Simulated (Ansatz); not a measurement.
`[NH2][Mo](=[O])(=[O])[F]` + NH₃ → `[NH2][Mo]([NH2])(=[O])=[O]` + H–F at 500 K and 1 bar (ligand exchange at a Mo–F bond).

Calculated with Ansatz (gas phase, PBE0-D4/def2-TZVP geometries, no zero-point term in ΔE). CBS: MP2 limit from def2 TZ/QZ plus the TZ coupled-cluster correction, frozen cores. This one scheme is used for every species. Elements past krypton have def2 core potentials. For Mo outer-core shells are correlated without core-valence functions, which leaves a few kJ/mol of doubt a bond. One conformer a species, not always the lowest.

```csv
species,CCSD(T)/CBS energy (Eh),H − E (kJ/mol),S (J/(mol·K))
`[NH2][Mo](=[O])(=[O])[F]`,-374.33425,131.0,385.2
NH₃,-56.50880,108.2,211.8
`[NH2][Mo]([NH2])(=[O])=[O]`,-330.42567,197.7,408.2
H–F,-100.39570,39.4,188.7
```

H − E and S are ideal-gas, rigid-rotor, harmonic terms from PBE0-D4/def2-TZVP, for one conformer and one mirror image of each species. 1 Eh = 2625.50 kJ/mol, R = 8.31446 J/(mol·K).

Problem. By hand: ΔE, ΔH, ΔS and ΔG.

Solution. ΔE = (-330.42567) + (-100.39570) − (-374.33425) − (-56.50880) = 0.02168 Eh = 56.9 kJ/mol. Δ(H − E) = 197.7 + 39.4 − 131.0 − 108.2 = -2.1, so ΔH = 54.8 kJ/mol. ΔS = 408.2 + 188.7 − 385.2 − 211.8 = -0.1 J/(mol·K). ΔG = 54.8 − 500 × (-0.1)/1000 = 54.8 kJ/mol.

Problem. By hand: the equilibrium constant, and the temperature at which ΔG would vanish if ΔH and ΔS stayed fixed.

Solution. log₁₀ K = −ΔG/(RT ln 10) = -5.7. ΔH and −TΔS have one sign here, so there is no such temperature.

The number of gas molecules stays the same, so ΔS is small and ΔH decides. A doubt of 5 kJ/mol in ΔE shifts log₁₀ K by 0.5 here. Other conformers and mirror images would add mixing entropy, several J/(mol·K) or more a flexible species. These are equilibria of isolated gas molecules and say nothing of rates. Largest T1 diagnostic: 0.024 (customary marks: 0.02 for closed shells, 0.045 for open ones).

ΔS is within the doubt of such terms, so its sign, and with it that verdict, could turn.
